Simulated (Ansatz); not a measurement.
Cost and result for the atomization energy of `CB[SiH2][SiH2]Cl` (13 atoms, 12 bonds).

Z-matrix (Å, degrees):
```
C
B 1 1.548
H 1 1.092 2 114.5
H 1 1.091 2 116.2 3 -130.6
H 1 1.106 2 102.8 3 114.1
Si 2 2.009 1 122.8 3 157.7
H 2 1.200 1 119.4 3 -30.4
Si 6 2.346 2 104.4 1 88.5
H 6 1.491 2 114.8 1 -155.6
H 6 1.491 2 115.0 1 -28.2
Cl 8 2.072 6 108.6 2 -51.6
H 8 1.485 6 113.2 2 -170.3
H 8 1.485 6 111.9 2 66.3
```

Total charge 0; spin multiplicity 1. The structure was optimised at the PBE0-D4/def2-TZVP level. It is one conformer, not always the lowest. Program: Ansatz. All runs use 4 threads of an Arm Neoverse V1 on a shared host. Times are those of one run each, without the atoms' runs, and a repeat can differ threefold. Electronic energies, without spin–orbit coupling; frozen cores. CCSD(T)/CBS adds CCSD(T) − MP2 in def2-TZVPP to the MP2 limit, and its time is that of the two runs behind it. T1 = 0.012. B3LYP takes the VWN-RPA correlation (the form of Gaussian; ORCA's B3LYP/G).

CCSD(T)/CBS is a level of theory with its own doubt, some kJ/mol a heavy atom from the limit and from the frozen cores, so smaller differences don't rank the functionals.

```json
{"level": "PBE-D4/def2-TZVPP (with forces)", "functions": "300", "wall time": "3.5 s"}
{"level": "PBE0-D4/def2-TZVPP", "functions": "300", "wall time": "4.7 s"}
{"level": "r2SCAN-D4/def2-TZVPP (with forces)", "functions": "300", "wall time": "6.5 s"}
{"level": "B3LYP-D4/def2-TZVPP (with forces)", "functions": "300", "wall time": "7.5 s"}
{"level": "B2PLYP/def2-TZVPP", "functions": "300", "wall time": "8 s"}
{"level": "ωB97X-V/def2-TZVPP", "functions": "300", "wall time": "12 s"}
{"level": "ωB97M-V/def2-TZVPP (with forces)", "functions": "300", "wall time": "17 s"}
{"level": "MP2/def2-QZVPP", "functions": "564", "wall time": "32 s"}
{"level": "CCSD(T)/def2-TZVPP", "functions": "300", "wall time": "4.2 min"}
{"level": "CCSD(T)/CBS(def2)", "functions": "–", "wall time": "4.7 min"}
```

(1) What atomization energy does each give, and how far from CCSD(T)/CBS? (Best estimate.)

Results:

(1) Ansatz gave: 
| level | atomization (kJ/mol) | difference from CCSD(T)/CBS | per bond |
| --- | --- | --- | --- |
| PBE-D4/def2-TZVPP (with forces) | 4303.6 | 24.0 | 2.0 |
| PBE0-D4/def2-TZVPP | 4286.5 | 6.9 | 0.6 |
| r2SCAN-D4/def2-TZVPP (with forces) | 4310.3 | 30.7 | 2.6 |
| B3LYP-D4/def2-TZVPP (with forces) | 4287.1 | 7.5 | 0.6 |
| B2PLYP/def2-TZVPP | 4227.7 | -51.9 | -4.3 |
| ωB97X-V/def2-TZVPP | 4316.0 | 36.4 | 3.0 |
| ωB97M-V/def2-TZVPP (with forces) | 4297.5 | 17.9 | 1.5 |
| MP2/def2-QZVPP | 4250.6 | -29.0 | -2.4 |
| CCSD(T)/def2-TZVPP | 4177.0 | -102.6 | -8.6 |
| CCSD(T)/CBS(def2) | 4279.6 | 0.0 | 0.0 |

The D4 term adds +51.0 kJ/mol with B3LYP and +27.4 kJ/mol with PBE0; it sums over pairs of atoms, weighted by their polarisabilities, and B3LYP, whose exchange is more repulsive, gets the larger term. From PBE to PBE0 (25 % exact exchange), in def2-TZVPP and without D4, the atomization energy moves by −12.9 kJ/mol: exact exchange takes away binding that semilocal exchange gives to molecules. In def2-TZVPP, CCSD(T) changes the Hartree–Fock value by +861.6 kJ/mol (the triples alone add +44.4 kJ/mol) and MP2 by +874.7 kJ/mol; breaking electron pairs costs correlation energy, which Hartree–Fock lacks.
